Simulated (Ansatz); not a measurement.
Species: H$_{4}$AlN, SMILES `[NH2][AlH2]` (H–N–Al–H torsion 180°) (charge 0, multiplicity 1), formula H4AlN.

**Question.** How many basis functions does frozen-core CCSD(T)/cc-pVTZ // B3LYP-D3(BJ)/def2-TZVP run with Ansatz (a program for electronic structure) use, how many core orbitals are frozen, and how many electrons are correlated?

**Answer.** 120 basis functions and 6 frozen orbitals, which leaves 12 correlated electrons. Core time is of the order of seconds.
